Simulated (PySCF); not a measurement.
# Static response to an electric field

As2.
SMILES with atom numbers: `[As:1]#[As:2]`

Structure used (PBE0-D3(BJ)/def2-TZVP), in Å, numbered top down from 1:
```xyz
2
As2 angstrom
As     1.0531   -0.0268    0.0008
As    -1.0356   -0.0020   -0.0129
```

Level: CAM-B3LYP/aug-cc-pVTZ (PySCF), static field, nuclei fixed, core orbitals frozen in the response. The polarisability tensor in these axes (au):

```
x   89.02 -0.47  0.26
y   -0.47 49.39  0.00
z    0.26  0.00 49.38
```

Q: What are the eigenvalues, a third of the trace, and Δα (Δα² = ½Σ(αi − αj)² over the three pairs)?

A: Principal values 49.38, 49.38 and 89.03 au; mean 62.60 au = 9.28 Å³ = 10.32 × 10⁻⁴⁰ C²·m²/J; Δα = 39.64 au (63 % of the mean).

Q: What is the dipole moment?

A: 0.00 D; point group D∞h allows none.

Q: Refractivity n − 1 of an ideal gas of it at 298.15 K and 1 atm, from the electronic α?

A: N = p/kT = 2.4615 × 10¹⁹ cm⁻³, so n − 1 = 2π × N × 9.28 × 10⁻²⁴ cm³ = 1435 × 10⁻⁶ at long wavelengths, for an ideal gas.

Q: Find the Langevin capture rate constant for H3O+ (19.018 u) meeting this molecule (149.843 u), k = 2.342 × 10⁻⁹ cm³/s × √(α in Å³ / reduced mass in u).

A: The reduced mass is 16.88 u, so k = 1.74 × 10⁻⁹ cm³/s.

Q: What molar refraction does this α imply?

A: Lorentz–Lorenz: R = (4π/3)N_A α = 2.5225 cm³/(mol·Å³) × 9.28 Å³ = 23.4 cm³/mol, in the limit of long wavelengths.

Q: Rayleigh depolarisation ratio (linearly polarised light, static tensor)?

A: ρ = 3Δα²/(45ᾱ² + 4Δα²) = 4714.9/(176321 + 6286.6) = 0.0258.

Q: Give the eigenvalues of the traceless quadrupole moment Θ = ½Σq(3rr − r²1), origin at the centre of nuclear charge.

A: -0.75, -0.75, 1.50 D·Å. With no charge and no dipole, the values don't depend on the origin. The electronic extent ⟨r²⟩ about the same centre is 336 bohr², a root-mean-square distance of 1.19 Å for the 66 electrons.

Geometry: PBE0-D3(BJ)/def2-TZVP; no solvent, vibrations or thermal averaging. The calculation is non-relativistic, for arsenic too.

These values come from a run that also computed excited states. Hardware: Arm Neoverse V1, one thread, shared host with 32 logical CPUs at a one-minute load of 15. Cost: 5.2 s of wall time, 0.48 GiB resident at most.
